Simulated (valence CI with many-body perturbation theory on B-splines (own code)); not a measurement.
# Forbidden lines of Hg⁷³⁺

Calculated by valence CI with perturbative core correlation (CI+MBPT): five valence electrons over a frozen Dirac-Fock core [He], a basis of 11 s, 11 p, 10 d, 8 f, 5 g, 2 h functions for each j, with the one-electron correlation potential Σ1 (screened to all orders), the two-electron term Σ2, the three-electron term Σ3, Breit, model QED; selected single and double excitations, second order for the rest, scaled by the run's own slope (own B-spline code, finite nucleus).

The last digits are not significant, and no measured levels were compared; by estimate large intervals hold to a few tenths of a per cent, small ones and those within an open d or f shell to about a per cent. Among the levels kept, up to 7500 cm⁻¹ of a level comes from second order outside the variational space, and about a tenth of that is noise between levels of different J, which matters for small intervals.

Lines 51 to 100 of 120 in falling wavelength, among levels below 15994 eV, chosen from the decays that carry over 1 % of a level's rate. Wavelengths and rates use the calculated energies. Electric multipoles are in the length gauge, E1 and E2 with the static RPA response of the core. Weak lines are less certain than strong ones. Lines between different terms over intervals too small for the method are left out, as are lines whose strength nearly cancels. The highest levels of a list are the least certain.

Levels are named by their leading jj configuration (3d3/2^4 stands for four electrons in 3d with j = 3/2), which in mixed levels can hold well under half, so a name can repeat and another be missing. Letters in brackets count levels of one name in rising energy.

| λ vac (Å) | Upper | Lower | Type | A (s⁻¹) | Branch % |
| --- | --- | --- | --- | --- | --- |
| 1.125 | (2s^2 2p1/2 2p3/2 3p3/2) J=7/2 | (2s^2 2p1/2 2p3/2^2) J=5/2 | E2 | 1.59e+12 | 21.9 |
| 1.124 | (2s^2 2p1/2 2p3/2 3p3/2) J=5/2 [a] | (2s^2 2p1/2 2p3/2^2) J=3/2 | E2 | 1.39e+12 | 20.8 |
| 1.123 | (2s^2 2p1/2 2p3/2 3p3/2) J=1/2 [a] | (2s^2 2p1/2 2p3/2^2) J=3/2 | E2 | 1.46e+12 | 16.4 |
| 1.123 | (2s^2 2p1/2 2p3/2 3p3/2) J=3/2 [a] | (2s^2 2p1/2 2p3/2^2) J=3/2 | E2 | 5.06e+11 | 6.6 |
| 1.122 | (2s^2 2p1/2 2p3/2 3p3/2) J=7/2 | (2s^2 2p1/2 2p3/2^2) J=3/2 | E2 | 1.80e+11 | 2.5 |
| 1.122 | (2s^2 2p1/2 2p3/2 3p3/2) J=3/2 [b] | (2s^2 2p1/2 2p3/2^2) J=5/2 | E2 | 1.22e+11 | 2.1 |
| 1.120 | (2s^2 2p3/2^2 3p3/2) J=3/2 [a] | (2s^2 2p3/2^3) J=3/2 | E2 | 2.95e+12 | 18.0 |
| 1.119 | (2s^2 2p1/2 2p3/2 3p3/2) J=1/2 [b] | (2s^2 2p1/2 2p3/2^2) J=5/2 | E2 | 3.06e+12 | 27.8 |
| 1.117 | (2s^2 2p3/2^2 3p3/2) J=3/2 [b] | (2s^2 2p3/2^3) J=3/2 | E2 | 1.92e+11 | 1.4 |
| 1.116 | (2s^2 2p1/2 2p3/2 3p3/2) J=1/2 [b] | (2s^2 2p1/2 2p3/2^2) J=3/2 | E2 | 1.44e+12 | 13.0 |
| 1.115 | (2s 2p1/2^2 2p3/2 3p3/2) J=1/2 [b] | (2s 2p1/2^2 2p3/2^2) J=5/2 | E2 | 8.13e+11 | 1.5 |
| 1.106 | (2s 2p1/2 2p3/2^2 3d5/2) J=9/2 [b] | (2s 2p1/2 2p3/2^3) J=5/2 | M2 | 2.18e+11 | 1.8 |
| 1.103 | (2s 2p1/2^2 2p3/2 3d5/2) J=9/2 | (2s 2p1/2^2 2p3/2^2) J=5/2 | M2 | 1.41e+11 | 46.9 |
| 1.103 | (2s 2p1/2^2 2p3/2 3d5/2) J=9/2 | (2s 2p1/2^2 2p3/2^2) J=5/2 | E3 | 8.93e+09 | 3.0 |
| 1.100 | (2s^2 2p3/2^2 3d5/2) J=7/2 | (2s^2 2p3/2^3) J=3/2 | M2 | 2.23e+11 | 1.9 |
| 1.099 | (2s^2 2p1/2 2p3/2 3d5/2) J=9/2 | (2s^2 2p1/2 2p3/2^2) J=5/2 | M2 | 1.41e+11 | 46.1 |
| 1.099 | (2s^2 2p1/2 2p3/2 3d5/2) J=9/2 | (2s^2 2p1/2 2p3/2^2) J=5/2 | E3 | 9.20e+09 | 3.0 |
| 0.9549 | (2s 2p1/2 2p3/2^2 3p3/2) J=7/2 [a] | (2s 2p1/2^2 2p3/2^2) J=5/2 | E2 | 7.72e+11 | 2.0 |
| 0.9528 | (2s 2p1/2 2p3/2^2 3p3/2) J=1/2 [b] | (2s 2p1/2^2 2p3/2^2) J=3/2 | E2 | 1.62e+12 | 2.9 |
| 0.9516 | (2s 2p1/2 2p3/2^2 3p3/2) J=5/2 [d] | (2s 2p1/2^2 2p3/2^2) J=1/2 | E2 | 1.15e+12 | 1.1 |
| 0.9515 | (2s 2p1/2 2p3/2^2 3p3/2) J=9/2 | (2s 2p1/2^2 2p3/2^2) J=5/2 | E2 | 2.42e+12 | 20.4 |
| 0.9512 | (2s^2 2p1/2 2p3/2 3p3/2) J=5/2 [a] | (2s^2 2p1/2^2 2p3/2) J=3/2 | E2 | 5.21e+11 | 7.8 |
| 0.9509 | (2s^2 2p1/2 2p3/2 3p3/2) J=1/2 [a] | (2s^2 2p1/2^2 2p3/2) J=3/2 | E2 | 1.09e+12 | 12.2 |
| 0.9507 | (2s 2p1/2 2p3/2^2 3p3/2) J=5/2 [e] | (2s 2p1/2^2 2p3/2^2) J=1/2 | E2 | 1.18e+12 | 1.4 |
| 0.9505 | (2s^2 2p1/2 2p3/2 3p3/2) J=3/2 [a] | (2s^2 2p1/2^2 2p3/2) J=3/2 | E2 | 2.07e+12 | 27.2 |
| 0.9500 | (2s^2 2p1/2 2p3/2 3p3/2) J=7/2 | (2s^2 2p1/2^2 2p3/2) J=3/2 | E2 | 2.25e+12 | 31.1 |
| 0.9483 | (2s^2 2p1/2 2p3/2 3p3/2) J=3/2 [b] | (2s^2 2p1/2^2 2p3/2) J=3/2 | E2 | 1.12e+11 | 1.9 |
| 0.9483 | (2s^2 2p1/2 2p3/2 3p3/2) J=3/2 [b] | (2s^2 2p1/2^2 2p3/2) J=3/2 | M1 | 6.51e+10 | 1.1 |
| 0.9480 | (2s^2 2p3/2^2 3p3/2) J=3/2 [a] | (2s^2 2p1/2 2p3/2^2) J=1/2 | E2 | 3.86e+11 | 2.3 |
| 0.9478 | (2s^2 2p3/2^2 3p3/2) J=7/2 | (2s^2 2p1/2 2p3/2^2) J=5/2 | E2 | 1.03e+12 | 8.3 |
| 0.9478 | (2s^2 2p3/2^2 3p3/2) J=5/2 | (2s^2 2p1/2 2p3/2^2) J=5/2 | E2 | 1.77e+12 | 12.5 |
| 0.9477 | (2s^2 2p3/2^2 3p3/2) J=1/2 | (2s^2 2p1/2 2p3/2^2) J=5/2 | E2 | 2.56e+12 | 15.7 |
| 0.9477 | (2s^2 2p1/2 2p3/2 3p3/2) J=5/2 [b] | (2s^2 2p1/2^2 2p3/2) J=3/2 | E2 | 1.72e+12 | 24.0 |
| 0.9461 | (2s^2 2p3/2^2 3p3/2) J=7/2 | (2s^2 2p1/2 2p3/2^2) J=3/2 | E2 | 1.81e+12 | 14.6 |
| 0.9461 | (2s^2 2p3/2^2 3p3/2) J=5/2 | (2s^2 2p1/2 2p3/2^2) J=3/2 | E2 | 9.87e+11 | 7.0 |
| 0.9459 | (2s^2 2p3/2^2 3p3/2) J=3/2 [b] | (2s^2 2p1/2 2p3/2^2) J=1/2 | E2 | 2.39e+12 | 17.5 |
| 0.9458 | (2s^2 2p1/2 2p3/2 3p3/2) J=1/2 [b] | (2s^2 2p1/2^2 2p3/2) J=3/2 | E2 | 1.08e+12 | 9.7 |
| 0.9437 | (2s^2 2p3/2^2 3p3/2) J=3/2 [a] | (2s^2 2p1/2 2p3/2^2) J=5/2 | E2 | 1.99e+12 | 12.1 |
| 0.9420 | (2s^2 2p3/2^2 3p3/2) J=3/2 [a] | (2s^2 2p1/2 2p3/2^2) J=3/2 | E2 | 3.69e+11 | 2.2 |
| 0.9415 | (2s^2 2p3/2^2 3p3/2) J=3/2 [b] | (2s^2 2p1/2 2p3/2^2) J=5/2 | E2 | 3.26e+11 | 2.4 |
| 0.9314 | (2s^2 2p1/2 2p3/2 3d5/2) J=9/2 | (2s^2 2p1/2^2 2p3/2) J=3/2 | E3 | 2.29e+10 | 7.5 |
| 0.9295 | (2s^2 2p3/2^2 3d5/2) J=9/2 | (2s^2 2p1/2 2p3/2^2) J=5/2 | M2 | 8.97e+10 | 11.4 |
| 0.9295 | (2s^2 2p3/2^2 3d5/2) J=9/2 | (2s^2 2p1/2 2p3/2^2) J=5/2 | E3 | 8.39e+09 | 1.1 |
| 0.9279 | (2s^2 2p3/2^2 3d5/2) J=9/2 | (2s^2 2p1/2 2p3/2^2) J=3/2 | E3 | 1.78e+10 | 2.3 |
| 0.9186 | (2s 2p1/2^2 2p3/2 3d3/2) J=5/2 [a] | (2s^2 2p1/2^2 2p3/2) J=3/2 | E2 | 6.08e+12 | 2.7 |
| 0.9180 | (2s 2p1/2^2 2p3/2 3d3/2) J=7/2 | (2s^2 2p1/2^2 2p3/2) J=3/2 | E2 | 9.86e+12 | 18.1 |
| 0.9172 | (2s 2p1/2 2p3/2^2 3d3/2) J=9/2 | (2s^2 2p1/2 2p3/2^2) J=5/2 | E2 | 1.05e+13 | 58.1 |
| 0.9136 | (2s 2p1/2 2p3/2^2 3d3/2) J=5/2 [d] | (2s^2 2p1/2 2p3/2^2) J=1/2 | E2 | 7.75e+12 | 3.5 |
| 0.9120 | (2s 2p1/2^2 2p3/2 3d3/2) J=3/2 [b] | (2s^2 2p1/2^2 2p3/2) J=3/2 | E2 | 5.13e+12 | 2.0 |
| 0.9116 | (2s 2p1/2^2 2p3/2 3d3/2) J=5/2 [b] | (2s^2 2p1/2^2 2p3/2) J=3/2 | E2 | 6.84e+12 | 5.1 |
